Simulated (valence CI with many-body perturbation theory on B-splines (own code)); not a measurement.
Gd XXVI: M1 decay

Level of theory: valence CI with perturbative core correlation (CI+MBPT): three valence electrons over a frozen Dirac-Fock core [Kr], radial functions for each j: 7 s, 7 p, 8 d, 6 f, 4 g, 1 h, with the one-electron correlation potential Σ1, the two-electron term Σ2, the three-electron term Σ3, Breit, model QED; selected CI, second order for the rest, scaled by the run's own slope (own B-spline code, finite nucleus).

No measured levels were compared; by estimate terms of the open shell hold to 2 to 4 % of their energy, and close levels can change places. The list stops below the first excitations out of the core.

Lines 1 to 50 of 66 in falling wavelength, among levels below 764110 cm⁻¹, chosen from the decays that carry over 1 % of a level's rate. Wavelengths and rates use the calculated energies, so an error of 3000 cm⁻¹ moves a line at 17810 Å by 53 % and its rate by three times that or more. Weak lines are less certain than strong ones. Lines between different terms over intervals too small for the method are left out, as are lines whose strength nearly cancels. The highest levels of a list are the least certain.

Levels are named by their leading jj configuration (3d3/2^4 stands for four electrons in 3d with j = 3/2), which in mixed levels can hold well under half, so a name can repeat and another be missing. Letters in brackets count levels of one name in rising energy.

```
λ vac (Å)                      Upper                      Lower  Type   A (s⁻¹)  Branch %
    17810      (4d3/2^2 4d5/2) J=9/2      (4d3/2^2 4d5/2) J=7/2    M1  1.87e+00     100.0
     9642      (4d3/2^2 4d5/2) J=1/2      (4d3/2^2 4d5/2) J=3/2    M1  2.73e+01       2.9
     5466      (4d3/2^2 4d5/2) J=3/2  (4d3/2^2 4d5/2) J=5/2 [a]    M1  5.46e+01       2.0
     4835      (4d3/2^2 4d5/2) J=7/2  (4d3/2^2 4d5/2) J=5/2 [a]    M1  2.02e+02      99.8
     4129     (4d3/2 4d5/2^2) J=11/2      (4d3/2 4d5/2^2) J=9/2    M1  8.17e+01       4.4
     3715  (4d3/2 4d5/2^2) J=5/2 [b]  (4d3/2 4d5/2^2) J=3/2 [a]    M1  1.07e+02       3.1
     2630  (4d3/2 4d5/2^2) J=5/2 [a]  (4d3/2 4d5/2^2) J=7/2 [a]    M1  1.44e+02       3.5
     2584  (4d3/2 4d5/2^2) J=3/2 [b]            (4d5/2^3) J=3/2    M1  1.62e+02       1.6
     2422  (4d3/2 4d5/2^2) J=5/2 [a]  (4d3/2^2 4d5/2) J=5/2 [b]    M1  1.62e+02       3.9
     2349            (4d5/2^3) J=9/2     (4d3/2 4d5/2^2) J=11/2    M1  2.25e+02       2.4
     2218  (4d3/2^2 4d5/2) J=5/2 [a]            (4d3/2^3) J=3/2    M1  2.80e+03     100.0
     2156  (4d3/2^2 4d5/2) J=5/2 [b]      (4d3/2^2 4d5/2) J=7/2    M1  8.31e+01       5.9
     2050  (4d3/2^2 4d5/2) J=5/2 [b]      (4d3/2^2 4d5/2) J=3/2    M1  8.60e+02      61.1
     2025  (4d3/2 4d5/2^2) J=5/2 [b]  (4d3/2^2 4d5/2) J=5/2 [b]    M1  1.29e+03      37.5
     2015  (4d3/2 4d5/2^2) J=7/2 [a]      (4d3/2^2 4d5/2) J=7/2    M1  1.29e+03      18.8
     1957      (4d3/2 4d5/2^2) J=9/2      (4d3/2^2 4d5/2) J=9/2    M1  2.24e+03      58.0
     1873  (4d3/2 4d5/2^2) J=7/2 [b]  (4d3/2 4d5/2^2) J=7/2 [a]    M1  2.99e+02      10.8
     1814            (4d5/2^3) J=3/2      (4d3/2 4d5/2^2) J=1/2    M1  1.10e+03      12.0
     1807            (4d5/2^3) J=5/2            (4d5/2^3) J=3/2    M1  3.33e+02       1.9
     1765  (4d3/2 4d5/2^2) J=7/2 [b]  (4d3/2^2 4d5/2) J=5/2 [b]    M1  1.40e+02       5.0
     1763      (4d3/2 4d5/2^2) J=9/2      (4d3/2^2 4d5/2) J=7/2    M1  1.62e+03      42.0
     1643  (4d3/2 4d5/2^2) J=3/2 [a]      (4d3/2^2 4d5/2) J=1/2    M1  9.79e+02       9.5
     1630            (4d5/2^3) J=3/2  (4d3/2 4d5/2^2) J=3/2 [a]    M1  1.91e+03      20.8
     1578      (4d3/2^2 4d5/2) J=3/2            (4d3/2^3) J=3/2    M1  2.64e+03      98.0
     1497            (4d5/2^3) J=9/2      (4d3/2 4d5/2^2) J=9/2    M1  3.89e+03      41.1
     1491  (4d3/2^2 4d5/2) J=5/2 [b]  (4d3/2^2 4d5/2) J=5/2 [a]    M1  1.62e+02      11.5
     1491      (4d3/2 4d5/2^2) J=1/2      (4d3/2^2 4d5/2) J=1/2    M1  5.58e+03      94.3
     1422  (4d3/2 4d5/2^2) J=7/2 [a]  (4d3/2^2 4d5/2) J=5/2 [a]    M1  5.55e+03      81.2
     1404  (4d3/2 4d5/2^2) J=3/2 [a]      (4d3/2^2 4d5/2) J=3/2    M1  5.70e+03      55.1
     1356      (4d3/2^2 4d5/2) J=1/2            (4d3/2^3) J=3/2    M1  9.15e+02      96.7
     1354            (4d5/2^3) J=9/2  (4d3/2 4d5/2^2) J=7/2 [a]    M1  5.10e+03      53.9
     1328     (4d3/2 4d5/2^2) J=11/2      (4d3/2^2 4d5/2) J=9/2    M1  1.76e+03      95.5
     1291      (4d3/2 4d5/2^2) J=1/2      (4d3/2^2 4d5/2) J=3/2    M1  2.20e+02       3.7
     1231  (4d3/2 4d5/2^2) J=3/2 [b]  (4d3/2 4d5/2^2) J=5/2 [a]    M1  4.35e+03      43.8
     1212            (4d5/2^3) J=5/2  (4d3/2 4d5/2^2) J=7/2 [b]    M1  1.74e+03      10.2
     1193            (4d5/2^3) J=3/2  (4d3/2^2 4d5/2) J=5/2 [b]    M1  3.41e+03      37.2
     1141  (4d3/2 4d5/2^2) J=5/2 [a]      (4d3/2^2 4d5/2) J=7/2    M1  8.38e+02      20.4
     1117  (4d3/2 4d5/2^2) J=3/2 [a]  (4d3/2^2 4d5/2) J=5/2 [a]    M1  3.19e+03      30.8
     1114            (4d5/2^3) J=5/2  (4d3/2 4d5/2^2) J=5/2 [b]    M1  4.27e+03      24.9
     1110  (4d3/2 4d5/2^2) J=5/2 [a]      (4d3/2^2 4d5/2) J=3/2    M1  2.21e+03      53.7
     1066  (4d3/2 4d5/2^2) J=3/2 [b]      (4d3/2 4d5/2^2) J=1/2    M1  1.34e+03      13.5
     1044  (4d3/2 4d5/2^2) J=5/2 [b]      (4d3/2^2 4d5/2) J=7/2    M1  1.56e+03      45.2
     1026  (4d3/2 4d5/2^2) J=7/2 [b]      (4d3/2^2 4d5/2) J=9/2    M1  1.15e+03      41.7
     1022            (4d5/2^3) J=5/2  (4d3/2 4d5/2^2) J=5/2 [a]    M1  1.63e+03       9.5
     1019  (4d3/2 4d5/2^2) J=5/2 [b]      (4d3/2^2 4d5/2) J=3/2    M1  1.60e+02       4.7
    999.5  (4d3/2 4d5/2^2) J=3/2 [b]  (4d3/2 4d5/2^2) J=3/2 [a]    M1  2.47e+03      24.9
    970.6  (4d3/2 4d5/2^2) J=7/2 [b]      (4d3/2^2 4d5/2) J=7/2    M1  8.22e+02      29.7
    923.0  (4d3/2 4d5/2^2) J=5/2 [a]  (4d3/2^2 4d5/2) J=5/2 [a]    M1  4.74e+02      11.6
    891.7  (4d3/2^2 4d5/2) J=5/2 [b]            (4d3/2^3) J=3/2    M1  3.00e+02      21.3
    858.8  (4d3/2 4d5/2^2) J=5/2 [b]  (4d3/2^2 4d5/2) J=5/2 [a]    M1  1.59e+02       4.6
```
